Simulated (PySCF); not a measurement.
C$_{2}$H$_{8}$OSi, singlet, geometry from GFN2-xTB, atoms displaced at random by about 0.08 Å a coordinate; HF/6-31G, gradient by finite differences (PySCF).

The PySCF input:
```python
from pyscf import gto, scf

mol = gto.M(
    atom='''
Si    0.77362030    0.43384734    0.31976677
O     1.31415998   -0.92949096    0.09649302
C    -1.08203068    0.51975473   -0.61071392
C    -1.82716337   -0.45379455   -0.00582402
H     1.72181112    1.42607092   -0.43486157
H     0.60212117    0.79361254    1.73675170
H     0.98592336   -1.79167358    0.39296801
H    -0.87917076    0.46524771   -1.63060279
H    -1.40238732    1.61939712   -0.39983715
H    -2.02165826   -0.31204094    1.15064740
H    -2.94040646   -0.31292316   -0.47023572
H    -1.54491661   -1.57466228   -0.40963215
''',
    basis='6-31g',
    verbose=4,
)

mf = scf.RHF(mol)
mf.conv_tol = 1e-11
mf.kernel()
scan, done = mf.as_scanner(), []
scan.scf_summary = {}
def energy(d):
    c = mol.atom_coords()
    c[7, 1] += d
    e = scan(mol.set_geom_(c, unit='Bohr', inplace=False))
    done.append(scan.converged)
    return e
h = 0.01
fd = (energy(h) - energy(-h)) / (2 * h)
print('dE/dx =', fd)
```

Output, abridged:

```
PySCF version 2.14.0

[INPUT] verbose = 4
[INPUT] num. atoms = 12
[INPUT] num. electrons = 42
[INPUT] charge = 0
[INPUT] spin (= nelec alpha-beta = 2S) = 0
[INPUT] symmetry False subgroup None
[INPUT] Mole.unit = angstrom
[INPUT] Symbol           X                Y                Z      unit          X                Y                Z       unit  Magmom
[INPUT]  1 Si     0.773620300000   0.433847340000   0.319766770000 AA    1.461930491404   0.819852652471   0.604271619037 Bohr   0.0
[INPUT]  2 O      1.314159980000  -0.929490960000   0.096493020000 AA    2.483402446064  -1.756483349659   0.182345380732 Bohr   0.0
[INPUT]  3 C     -1.082030680000   0.519754730000  -0.610713920000 AA   -2.044741643577   0.982194091647  -1.154082049260 Bohr   0.0
[INPUT]  4 C     -1.827163370000  -0.453794550000  -0.005824020000 AA   -3.452838354137  -0.857547416320  -0.011005802744 Bohr   0.0
[INPUT]  5 H      1.721811120000   1.426070920000  -0.434861570000 AA    3.253751455031   2.694883473007  -0.821769269398 Bohr   0.0
[INPUT]  6 H      0.602121170000   0.793612540000   1.736751700000 AA    1.137844105103   1.499710349620   3.281985059373 Bohr   0.0
[INPUT]  7 H      0.985923360000  -1.791673580000   0.392968010000 AA    1.863125130211  -3.385772370819   0.742601914615 Bohr   0.0
[INPUT]  8 H     -0.879170760000   0.465247710000  -1.630602790000 AA   -1.661391953126   0.879190751981  -3.081392691052 Bohr   0.0
[INPUT]  9 H     -1.402387320000   1.619397120000  -0.399837150000 AA   -2.650127955363   3.060217043709  -0.755582707927 Bohr   0.0
[INPUT] 10 H     -2.021658260000  -0.312040940000   1.150647400000 AA   -3.820380428865  -0.589671916252   2.174408451943 Bohr   0.0
[INPUT] 11 H     -2.940406460000  -0.312923160000  -0.470235720000 AA   -5.556562904302  -0.591339070433  -0.888616724788 Bohr   0.0
[INPUT] 12 H     -1.544916610000  -1.574662280000  -0.409632150000 AA   -2.919469278191  -2.975680447883  -0.774092575317 Bohr   0.0

nuclear repulsion = 179.705383078965
number of shells = 38
number of NR pGTOs = 144
number of NR cGTOs = 56
basis = 6-31g
ecp = {}

******** <class 'pyscf.scf.hf.RHF'> ********
method = RHF
initial guess = minao
damping factor = 0
level_shift factor = 0
DIIS = <class 'pyscf.scf.diis.CDIIS'>
diis_start_cycle = 1
diis_space = 8
diis_damp = 0
SCF conv_tol = 1e-11
SCF conv_tol_grad = None
SCF max_cycles = 50
direct_scf = True
direct_scf_tol = 1e-13
Set gradient conv threshold to 3.16228e-06
Initial guess from minao.
init E= -444.501692676147
  HOMO = -0.218734786616547  LUMO = 0.0763512044119004  gap/eV = 8.02970
cycle= 1 E= -443.929147137135  delta_E= 0.573  |g|= 0.479  |ddm|= 2.83
  HOMO = -0.339703266448202  LUMO = 0.15033832881768  gap/eV = 13.33471
cycle= 2 E= -443.974930912576  delta_E= -0.0458  |g|= 0.26  |ddm|= 0.639
  HOMO = -0.342265161031433  LUMO = 0.146678876177396  gap/eV = 13.30484
cycle= 3 E= -443.987743732554  delta_E= -0.0128  |g|= 0.0436  |ddm|= 0.201
  HOMO = -0.342487719131568  LUMO = 0.152769865798349  gap/eV = 13.47665
cycle= 4 E= -443.988391600252  delta_E= -0.000648  |g|= 0.00528  |ddm|= 0.0744
  HOMO = -0.342717281304431  LUMO = 0.152253654817609  gap/eV = 13.46885
cycle= 5 E= -443.988403188218  delta_E= -1.16e-05  |g|= 0.00158  |ddm|= 0.0102
  HOMO = -0.343017889763576  LUMO = 0.152260523014212  gap/eV = 13.47721
cycle= 6 E= -443.988404366725  delta_E= -1.18e-06  |g|= 0.000306  |ddm|= 0.00337
  HOMO = -0.342964407531635  LUMO = 0.152312093728076  gap/eV = 13.47716
cycle= 7 E= -443.98840443226  delta_E= -6.55e-08  |g|= 9.19e-05  |ddm|= 0.00085
  HOMO = -0.342990078759277  LUMO = 0.152306089937947  gap/eV = 13.47770
cycle= 8 E= -443.98840443768  delta_E= -5.42e-09  |g|= 3.07e-05  |ddm|= 0.000255
  HOMO = -0.342984755209043  LUMO = 0.152306565712558  gap/eV = 13.47756
cycle= 9 E= -443.988404438138  delta_E= -4.58e-10  |g|= 7.04e-06  |ddm|= 6.37e-05
  HOMO = -0.342984296429756  LUMO = 0.1523070448061  gap/eV = 13.47756
cycle= 10 E= -443.98840443817  delta_E= -3.24e-11  |g|= 1.95e-06  |ddm|= 1.87e-05
  HOMO = -0.342984383289624  LUMO = 0.152306845757817  gap/eV = 13.47756
cycle= 11 E= -443.988404438174  delta_E= -3.75e-12  |g|= 3.62e-07  |ddm|= 7.3e-06
  HOMO = -0.342984368796031  LUMO = 0.152306852122899  gap/eV = 13.47756
Extra cycle  E= -443.988404438175  delta_E= -1.59e-12  |g|= 1.64e-07  |ddm|= 7.37e-07
converged SCF energy = -443.988404438175
Create scanner for <class 'pyscf.scf.hf.RHF'>

WARN: Mole.unit (angstrom) is changed to Bohr

New geometry
   1 Si     0.773620300000   0.433847340000   0.319766770000 AA    1.461930491404   0.819852652471   0.604271619037 Bohr
   2 O      1.314159980000  -0.929490960000   0.096493020000 AA    2.483402446064  -1.756483349659   0.182345380732 Bohr
   3 C     -1.082030680000   0.519754730000  -0.610713920000 AA   -2.044741643577   0.982194091647  -1.154082049260 Bohr
   4 C     -1.827163370000  -0.453794550000  -0.005824020000 AA   -3.452838354137  -0.857547416320  -0.011005802744 Bohr
   5 H      1.721811120000   1.426070920000  -0.434861570000 AA    3.253751455031   2.694883473007  -0.821769269398 Bohr
   6 H      0.602121170000   0.793612540000   1.736751700000 AA    1.137844105103   1.499710349620   3.281985059373 Bohr
   7 H      0.985923360000  -1.791673580000   0.392968010000 AA    1.863125130211  -3.385772370819   0.742601914615 Bohr
   8 H     -0.879170760000   0.470539482109  -1.630602790000 AA   -1.661391953126   0.889190751981  -3.081392691052 Bohr
   9 H     -1.402387320000   1.619397120000  -0.399837150000 AA   -2.650127955363   3.060217043709  -0.755582707927 Bohr
  10 H     -2.021658260000  -0.312040940000   1.150647400000 AA   -3.820380428865  -0.589671916252   2.174408451943 Bohr
  11 H     -2.940406460000  -0.312923160000  -0.470235720000 AA   -5.556562904302  -0.591339070433  -0.888616724788 Bohr
  12 H     -1.544916610000  -1.574662280000  -0.409632150000 AA   -2.919469278191  -2.975680447883  -0.774092575317 Bohr

******** <class 'pyscf.scf.hf.RHF_Scanner'> ********
method = RHF_Scanner
initial guess = minao
damping factor = 0
level_shift factor = 0
DIIS = <class 'pyscf.scf.diis.CDIIS'>
diis_start_cycle = 1
diis_space = 8
diis_damp = 0
SCF conv_tol = 1e-11
SCF conv_tol_grad = None
SCF max_cycles = 50
direct_scf = True
direct_scf_tol = 1e-13
Set gradient conv threshold to 3.16228e-06
init E= -443.988362341134
  HOMO = -0.343073330246613  LUMO = 0.152291999865312  gap/eV = 13.47958
cycle= 1 E= -443.98831720006  delta_E= 4.51e-05  |g|= 0.000404  |ddm|= 0.00315
  HOMO = -0.343014870430456  LUMO = 0.152318233170526  gap/eV = 13.47870
cycle= 2 E= -443.988317277278  delta_E= -7.72e-08  |g|= 0.000132  |ddm|= 0.000669
  HOMO = -0.343018574218145  LUMO = 0.152320845038602  gap/eV = 13.47887
cycle= 3 E= -443.988317286518  delta_E= -9.24e-09  |g|= 4.68e-05  |ddm|= 0.000294
  HOMO = -0.343020334694018  LUMO = 0.15231957927275  gap/eV = 13.47889
cycle= 4 E= -443.988317287511  delta_E= -9.93e-10  |g|= 7.44e-06  |ddm|= 0.000102
  HOMO = -0.343018872246451  LUMO = 0.152320235894113  gap/eV = 13.47886
cycle= 5 E= -443.988317287547  delta_E= -3.6e-11  |g|= 2.78e-06  |ddm|= 2.7e-05
  HOMO = -0.343019357532393  LUMO = 0.15232008732482  gap/eV = 13.47887
cycle= 6 E= -443.988317287547  delta_E= -3.41e-13  |g|= 5.13e-07  |ddm|= 5.75e-06
  HOMO = -0.343019395790912  LUMO = 0.152320073005694  gap/eV = 13.47887
Extra cycle  E= -443.988317287548  delta_E= -6.82e-13  |g|= 2.43e-07  |ddm|= 1.21e-06
converged SCF energy = -443.988317287548

WARN: Mole.unit (angstrom) is changed to Bohr

New geometry
   1 Si     0.773620300000   0.433847340000   0.319766770000 AA    1.461930491404   0.819852652471   0.604271619037 Bohr
   2 O      1.314159980000  -0.929490960000   0.096493020000 AA    2.483402446064  -1.756483349659   0.182345380732 Bohr
   3 C     -1.082030680000   0.519754730000  -0.610713920000 AA   -2.044741643577   0.982194091647  -1.154082049260 Bohr
   4 C     -1.827163370000  -0.453794550000  -0.005824020000 AA   -3.452838354137  -0.857547416320  -0.011005802744 Bohr
   5 H      1.721811120000   1.426070920000  -0.434861570000 AA    3.253751455031   2.694883473007  -0.821769269398 Bohr
   6 H      0.602121170000   0.793612540000   1.736751700000 AA    1.137844105103   1.499710349620   3.281985059373 Bohr
   7 H      0.985923360000  -1.791673580000   0.392968010000 AA    1.863125130211  -3.385772370819   0.742601914615 Bohr
   8 H     -0.879170760000   0.459955937891  -1.630602790000 AA   -1.661391953126   0.869190751981  -3.081392691052 Bohr
   9 H     -1.402387320000   1.619397120000  -0.399837150000 AA   -2.650127955363   3.060217043709  -0.755582707927 Bohr
  10 H     -2.021658260000  -0.312040940000   1.150647400000 AA   -3.820380428865  -0.589671916252   2.174408451943 Bohr
  11 H     -2.940406460000  -0.312923160000  -0.470235720000 AA   -5.556562904302  -0.591339070433  -0.888616724788 Bohr
  12 H     -1.544916610000  -1.574662280000  -0.409632150000 AA   -2.919469278191  -2.975680447883  -0.774092575317 Bohr

******** <class 'pyscf.scf.hf.RHF_Scanner'> ********
method = RHF_Scanner
initial guess = minao
damping factor = 0
level_shift factor = 0
DIIS = <class 'pyscf.scf.diis.CDIIS'>
diis_start_cycle = 1
diis_space = 8
diis_damp = 0
SCF conv_tol = 1e-11
SCF conv_tol_grad = None
SCF max_cycles = 50
direct_scf = True
direct_scf_tol = 1e-13
Set gradient conv threshold to 3.16228e-06
init E= -443.988384420549
  HOMO = -0.342848913989546  LUMO = 0.152344857443951  gap/eV = 13.47491
cycle= 1 E= -443.988485971247  delta_E= -0.000102  |g|= 0.000807  |ddm|= 0.0063
  HOMO = -0.342956654942888  LUMO = 0.152297360057133  gap/eV = 13.47655
cycle= 2 E= -443.988486279849  delta_E= -3.09e-07  |g|= 0.000264  |ddm|= 0.00133
  HOMO = -0.342952237146162  LUMO = 0.152291873781357  gap/eV = 13.47628
cycle= 3 E= -443.988486316811  delta_E= -3.7e-08  |g|= 9.4e-05  |ddm|= 0.000588
  HOMO = -0.342947453024311  LUMO = 0.152294491625421  gap/eV = 13.47622
cycle= 4 E= -443.988486320799  delta_E= -3.99e-09  |g|= 1.5e-05  |ddm|= 0.000202
  HOMO = -0.342950579587806  LUMO = 0.152293200830553  gap/eV = 13.47627
cycle= 5 E= -443.988486320937  delta_E= -1.38e-10  |g|= 5.51e-06  |ddm|= 5.39e-05
  HOMO = -0.342949535130303  LUMO = 0.152293483183026  gap/eV = 13.47625
cycle= 6 E= -443.988486320948  delta_E= -1.09e-11  |g|= 1.01e-06  |ddm|= 1.18e-05
  HOMO = -0.342949408931173  LUMO = 0.152293531075194  gap/eV = 13.47625
cycle= 7 E= -443.988486320949  delta_E= -2.27e-13  |g|= 3.03e-07  |ddm|= 3.14e-06
  HOMO = -0.342949467619001  LUMO = 0.152293520956578  gap/eV = 13.47625
Extra cycle  E= -443.988486320949  delta_E= -2.27e-13  |g|= 1.6e-07  |ddm|= 6.76e-07
converged SCF energy = -443.988486320949
dE/dx = 0.008451670038311931
```
